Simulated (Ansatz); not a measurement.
Two isomers of C2H5GeN: A = `C1=[N][GeH2][CH2]1`, B = `[CH3][GeH]1[CH]=[N]1`.

Isolated molecules relaxed with PBE0-D4/def2-TZVP in Ansatz; ΔE leaves out vibrations. CCSD(T)/CBS is the MP2 limit (def2-TZVPP, def2-QZVPP) plus CCSD(T) − MP2 in def2-TZVPP, frozen cores. DFT in def2-TZVPP. For Ge outer-core shells are correlated without core-valence functions, which leaves a few kJ/mol of doubt a bond. Scalar relativity is left out up to krypton.

(1) Which isomer does CCSD(T)/CBS put lower? Give the gap. (Best estimate.)

(2) Give E(B) − E(A) in kJ/mol with CCSD(T)/def2-TZVPP, ωB97M-V, CCSD(T)/def2-SVP, MP2/def2-TZVPP, PBE0-D4, CCSD/def2-TZVPP, HF/def2-TZVPP. (Estimate.)

(3) Does the order hold for the free energy at 298.15 K (harmonic terms from PBE0-D4)? (An estimate is asked.)

Largest T1 diagnostic: 0.015.

## Answers

(1) Computed: A, by 47.2 kJ/mol.

(2) The calculation gave: CCSD(T)/def2-TZVPP 51.2, ωB97M-V 56.7, CCSD(T)/def2-SVP 53.4, MP2/def2-TZVPP 48.4, PBE0-D4 56.2, CCSD/def2-TZVPP 57.3, HF/def2-TZVPP 77.6. None reverses the order clearly.

(3) The calculation gave: Yes: G(B) − G(A) = +42.1 kJ/mol.

From BLYP to BHLYP (50 % exact exchange), in def2-TZVPP and without D4, E(B) − E(A) moves by +26.0 kJ/mol. At CCSD(T), def2-SVP lies +6.2 kJ/mol from the extrapolated value and def2-TZVPP +4.0 kJ/mol.
